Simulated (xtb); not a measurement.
xtb input (GFN1-xTB):

```bash
xtb mol.xyz --gfn 1 --sp --chrg -1 --uhf 0
```
mol.xyz:
```
4

B     -0.54884393     0.17899615    -0.12326771
O      0.64554909    -0.21053489     0.14498722
H     -1.40374059    -0.51822297    -0.73511861
H     -1.01643245     1.30752138     0.19155939
```

End of the output:

```
         :::::::::::::::::::::::::::::::::::::::::::::::::::::
         ::                     SUMMARY                     ::
         :::::::::::::::::::::::::::::::::::::::::::::::::::::
         :: total energy              -7.387934810376 Eh    ::
         :: gradient norm              0.012111571282 Eh/a0 ::
         :: HOMO-LUMO gap              5.887228737209 eV    ::
         ::.................................................::
         :: SCC energy                -7.436338216273 Eh    ::
         :: -> electrostatic           0.216662360156 Eh    ::
         :: repulsion energy           0.048810886861 Eh    ::
         :: dispersion energy         -0.000407480964 Eh    ::
         :: halogen bond corr.         0.000000000000 Eh    ::
         :: add. restraining           0.000000000000 Eh    ::
         :: total charge              -1.000000000000 e     ::
         :::::::::::::::::::::::::::::::::::::::::::::::::::::

           -------------------------------------------------
          |                Property Printout                |
           -------------------------------------------------

    * Orbital Energies and Occupations

         #    Occupation            Energy/Eh            Energy/eV
      -------------------------------------------------------------
         1        2.0000           -0.4255556             -11.5800
         2        2.0000           -0.2844588              -7.7405
         3        2.0000           -0.2316710              -6.3041
         4        2.0000           -0.2057594              -5.5990
         5        2.0000           -0.1972138              -5.3665
         6        2.0000           -0.1226645              -3.3379 (HOMO)
         7                          0.0936872               2.5494 (LUMO)
         8                          0.1848131               5.0290
         9                          0.2022197               5.5027
        10                          0.3926401              10.6843
        11                          0.5590511              15.2126
        12                          0.9545487              25.9746
      -------------------------------------------------------------
                  HL-Gap            0.2163517 Eh            5.8872 eV
             Fermi-level           -0.0144887 Eh           -0.3943 eV

  Mulliken/CM5 charges         n(s)   n(p)   n(d)
     1B     0.26372  0.05777   0.896  1.840  0.000
     2O    -0.75144 -0.72817   1.742  5.010  0.000
     3H    -0.25614 -0.16480   1.256  0.000  0.000
Note: The following floating-point exceptions are signalling: IEEE_DENORMAL
normal termination of xtb
     4H    -0.25614 -0.16480   1.256  0.000  0.000

Wiberg/Mayer (AO) data.
largest (>0.10) Wiberg bond orders for each atom

 ---------------------------------------------------------------------------
     #   Z sym  total        # sym  WBO       # sym  WBO       # sym  WBO
 ---------------------------------------------------------------------------
     1   5 B    3.478 --     2 O    1.718     4 H    0.880     3 H    0.880
     2   8 O    1.821 --     1 B    1.718
     3   1 H    0.964 --     1 B    0.880
     4   1 H    0.964 --     1 B    0.880
 ---------------------------------------------------------------------------

Topologies differ in total number of bonds
Writing topology from bond orders to xtbtopo.mol

 dipole moment from electron density (au)
     X       Y       Z
  -0.2790   0.0910  -0.0627  total (Debye):    0.763

           -------------------------------------------------
          | TOTAL ENERGY               -7.387934810376 Eh   |
          | GRADIENT NORM               0.012111571282 Eh/α |
          | HOMO-LUMO GAP               5.887228737209 eV   |
           -------------------------------------------------

------------------------------------------------------------------------
------------------------------------------------------------------------
 total:
 SCF:
```

It need not be the lowest isomer of its formula. Whether it binds its extra electron was not tested at this geometry.
